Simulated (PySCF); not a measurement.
C7H13NSi.
Numbering: `[CH3:1][C:2]#[C:3][C@@H:4]1[CH2:5][Si@@H:6]1[N:7]([CH3:8])[CH3:9]` (hydrogens: H10, H11, H12 on C1; H13 on C4; H14, H15 on C5; H16 on Si6; H17, H18, H19 on C8; H20, H21, H22 on C9)

All values: PBE0/pcSseg-1 (PySCF, non-relativistic), on one gas-phase PBE0-D3(BJ)/def2-SVP geometry that isn't relaxed in the solvent. The solvent is an IEF-PCM continuum (cavity from Bondi-type radii × 1.2). Only the electrostatic response of the medium enters.

Gas phase at PBE0/pcSseg-1: HOMO -5.91 eV, LUMO 0.76 eV, dipole 1.42 D.

Q: What does the continuum do to the energy, the frontier levels and the dipole at PBE0/pcSseg-1 in tetrahydrofuran and acetonitrile?

A: 
| solvent | ε | E(solvent) − E(gas) (kcal/mol) | polarisation term (kcal/mol) | distortion of the solute (kcal/mol) | HOMO (eV) | LUMO (eV) | dipole (D) |
| --- | --- | --- | --- | --- | --- | --- | --- |
| tetrahydrofuran | 7.426 | -3.12 | -3.49 | 0.37 | -5.94 | 0.76 | 1.80 |
| acetonitrile | 35.69 | -3.81 | -4.36 | 0.55 | -5.95 | 0.74 | 1.88 |

The first energy column is the sum of the next two and covers electrostatics alone. From tetrahydrofuran to acetonitrile the lowering changes by a factor 1.22, Onsager's factor (ε − 1)/(2ε + 1) by 1.18 and ε itself by 4.8.

Q: Which radius a makes the point-dipole formula ΔE = −[(ε − 1)/(2ε + 1)]·μ²/a³ give the value in acetonitrile, with the gas-phase dipole?

A: μ = 0.560 au and |ΔE| = 0.00606 Eh give a = 1.54 Å; the farthest nucleus lies 4.59 Å from the centroid of the nuclei, so such a sphere wouldn't even hold the nuclei. The formula assumes a rigid point dipole at the centre of a sphere.

Q: Which Mulliken charges (PBE0/pcSseg-1) respond most in acetonitrile (means over atoms taken as equivalent)?

A: 
```csv
atoms,environment,gas (e),solvent (e),change
C3,alkyne carbon,+0.137,+0.094,-0.043
C2,alkyne carbon,-0.324,-0.352,-0.028
C5,sp3 carbon bound to silicon,-0.434,-0.456,-0.022
H13,methine hydrogen,+0.168,+0.183,+0.015
H10/H11/H12,methyl hydrogen,+0.144,+0.156,+0.012
H15,methylene hydrogen,+0.147,+0.160,+0.013
```

Q: How do the nuclear quadrupole coupling constants eQVzz/h respond in acetonitrile?

A: 
```
  nucleus  Q (barn)  gas (MHz)  solvent (MHz)  η gas  η solvent
14N at N7   0.02044      -5.53          -5.44   0.29       0.27
```

Shape of the structure used: `[CH3:1][C:2]#[C:3][C@@H:4]1[CH2:5][Si@@H:6]1[N:7]([CH3:8])[CH3:9]`: C5–Si6–N7–C8 -61°.
